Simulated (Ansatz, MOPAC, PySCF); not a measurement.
Noncovalent pair: HF (SMILES F) (first 2 atoms) with H2 (SMILES [H][H]); geometry from B3LYP-D3(BJ)/def2-TZVP, rigid monomers moved along the line of their centres of mass till H2···H3 is 3.53 Å.
(charge 0, multiplicity 1):
```xyz
4

F      0.06905     0.09157    -0.12666
H      0.10901     0.08216     0.79901
H      0.63738     0.06323     4.29395
H     -0.10722     0.02483     4.32683
```

Monomers are frozen at their geometry in the pair; levels with a basis set take the counterpoise correction. Rows marked so take none.

Cores are frozen in the correlated methods. Rows in STO-3G carry no dispersion term and start afresh at each structure. The state that PM3 reach isn't checked.

The values were computed with Ansatz (an electronic-structure program) with Gaussian orbitals; MOPAC for PM3 (differences of heats of formation); PySCF for STO-3G rows, the dispersion terms. Values without a source in brackets are computed.

| level | interaction energy (kcal/mol) |
|---|---|
| PM3 | -0.09 |
| HF/STO-3G (no counterpoise) | -0.05 |
| HF/aug-cc-pVDZ | -0.15 |
| PBE/def2-TZVPPD | -0.20 |
| PBE-D3(BJ)/def2-TZVPPD | (withheld) |
| B3LYP-D3(BJ)/def2-TZVPPD | -0.18 |
| wB97M-V/def2-TZVPPD | -0.19 |
| MP2/aug-cc-pVDZ | -0.17 |
| CCSD(T)/aug-cc-pVDZ | -0.17 |

Task: What belongs in the gaps?

Result: 
- PBE-D3(BJ)/def2-TZVPPD, interaction energy (kcal/mol): -0.25
